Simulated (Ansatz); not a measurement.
One change: `O=C=[N][Hf]([Cl])([Cl])[Cl]` becomes `[SiH3][O][Hf]([Cl])([Cl])[Cl]`.

Ansatz, PBE0-D4/def2-TZVP geometries, multiplicity 1. Each molecule was computed in one conformer, which needn't be the lowest.

Elements past krypton have def2 core potentials.

| property | `O=C=[N][Hf]([Cl])([Cl])[Cl]` |
| --- | --- |
| LUMO energy (ωB97M-V/def2-TZVPP) / eV | -0.03 |
| HOMO–LUMO gap (B3LYP/def2-TZVPP) / eV | 6.78 |
| HOMO energy (PBE/def2-TZVPP) / eV | -7.99 |
| LUMO energy (B3LYP/def2-TZVPP) / eV | -2.32 |
| HOMO–LUMO gap (PBE/def2-TZVPP) / eV | 5.07 |
| LUMO energy (PBE/def2-TZVPP) / eV | -2.92 |

Question: Give the same properties after the change, and the shifts. (An estimate is asked.)

Answer: Ansatz gave: 
```tsv
property	`[SiH3][O][Hf]([Cl])([Cl])[Cl]`	shift
LUMO energy (ωB97M-V/def2-TZVPP) / eV	0.56	0.59
HOMO–LUMO gap (B3LYP/def2-TZVPP) / eV	7.39	0.61
HOMO energy (PBE/def2-TZVPP) / eV	-7.97	0.02
LUMO energy (B3LYP/def2-TZVPP) / eV	-1.73	0.59
HOMO–LUMO gap (PBE/def2-TZVPP) / eV	5.62	0.55
LUMO energy (PBE/def2-TZVPP) / eV	-2.36	0.56
```

Positive LUMOs are unbound, so they and the gaps depend on the basis.

B3LYP here is the variant with VWN-RPA as its local correlation; programs differ in this.
